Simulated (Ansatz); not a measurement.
Geometry optimisation, RKS PBE/def2-SVP in Ansatz.

Input:

```yaml
crystal:
  periodic: [false, false, false]
  atoms:
    - { symbol: Ge, position_ang: [0.0, 0.0, 0.0] }
    - { symbol: F, position_ang: [0.0, 0.0, 2.03] }
    - { symbol: Cl, position_ang: [2.0935, 0.0, -0.7393] }
    - { symbol: Ge, position_ang: [-1.1304, 1.9584, -0.7992] }
    - { symbol: H, position_ang: [-2.6003, 1.6043, -1.1405] }
    - { symbol: H, position_ang: [-1.1048, 3.0541, 0.2968] }
    - { symbol: H, position_ang: [-0.4177, 2.4843, -2.0712] }
    - { symbol: Cl, position_ang: [-1.0456, -1.8115, -0.7393] }
    - { symbol: Cl, position_ang: [-2.3914, 0.0, 0.7946] }
    - { symbol: H, position_ang: [-1.1996, 0.0, 1.915] }
basis:
  gaussian: { orbitals: def2-SVP }
hamiltonian:
  xc: pbe
relax:
  f_tol: 0.15
  max_steps: 25
  restrain:
    - { distance: [0, 8], at: 2.22, k: 30.0 }
    - { distance: [9, 1], at: 0.92, k: 30.0 }
    - { distance: [0, 1], at: 2.88, k: 30.0 }
    - { distance: [9, 8], at: 2.57, k: 30.0 }
```

Command:

```bash
$ ansatz run input.yaml --threads 4 --pin off --max-ram 5120MiB --backend cpu --events-out ev --progress --plain --runs-dir out
```

Q: Where does it end, and by what steps?

A: The forces met the threshold. The restraints hold the end off the free minimum; the threshold counts their pulls, which the force column leaves out. Restrained pairs: Ge1–Cl9 (2.52 → 2.22 Å), F2–H10 (1.21 → 0.93 Å), Ge1–F2 (2.03 → 2.88 Å), Cl9–H10 (1.64 → 2.57 Å). After 20 steps the energy has fallen by 2.059 eV (the restraints' own energy left out); Cl8 moved furthest, 1.47 Å.

| step | energy less start (eV) | largest force component (eV/Å) | accepted |
| --- | --- | --- | --- |
| 0 | 0.0000 | 3.315 | yes |
| 1 | 0.2931 | 3.046 | yes |
| 2 | 0.5685 | 2.860 | yes |
| 3 | 0.1948 | 2.477 | yes |
| 4 | -0.6401 | 1.490 | yes |
| 5 | -1.0845 | 0.872 | yes |
| 6 | -1.3091 | 0.632 | yes |
| 7 | -1.4505 | 0.527 | yes |
| 8 | -1.5316 | 0.438 | yes |
| 9 | -1.5937 | 0.464 | yes |
| 10 | -1.6544 | 0.956 | yes |
| 11 | -1.7399 | 0.820 | yes |
| 12 | -1.8530 | 0.357 | yes |
| 13 | -1.9336 | 0.822 | yes |
| 14 | -2.0045 | 0.567 | yes |
| 15 | -2.0309 | 0.770 | yes |
| 16 | -2.0474 | 0.421 | yes |
| 17 | -2.0576 | 0.335 | yes |
| 18 | -2.0451 | 0.534 | no |
| 19 | -2.0583 | 0.517 | no |
| 20 | -2.0594 | 0.370 | yes |

```xyz
10
Properties=species:S:1:pos:R:3
Ge -0.612 -0.303 -0.339
F -0.218 1.194 2.095
Cl 1.450 -0.795 0.144
Ge -1.133 2.032 -0.876
H -2.605 2.013 -1.350
H -0.928 2.974 0.323
H -0.192 2.385 -2.052
Cl -1.073 -1.429 -2.157
Cl -1.891 -1.262 1.196
H -0.595 0.479 2.562
```

Run time: 45 s on 4 threads of Arm Neoverse V1 (shared host), peak memory 0.26 GiB.
